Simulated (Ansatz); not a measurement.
System: HSe, charge 0, multiplicity 2. 
Geometry from a B3LYP-D3(BJ)/def2-TZVP (Ansatz, a first-principles code) optimisation:
```
Se
H 1 1.4749
```
Charge 0, spin multiplicity 2.

Property: atomisation energy (electronic, to ground-state atoms), in kcal/mol. Correlated levels leave the core frozen unless marked. Open shells are spin-unrestricted. No spin-orbit coupling. The frozen core is the preceding noble-gas configuration, with the filled d and f shells of earlier blocks. Non-relativistic. The coupled-cluster limit lacks core correlation, which all-electron functionals hold. Basis-set limits of correlation are two-point, X^-3; Hartree-Fock from the larger set (for Q and 5 zeta extrapolated as (X+1)exp(-9√X)).

| level | program | atomisation energy (kcal/mol) |
|---|---|---|
| PBE0/STO-3G | Ansatz | 95.5 |
| PBE0-D3(BJ)/def2-TZVPD | Ansatz + dftd3 | 77.5 |

Problem. Predict the CCSD(T)/CBS(cc-pVQZ,cc-pV5Z) result (Ansatz).

Solution. 77.9 kcal/mol
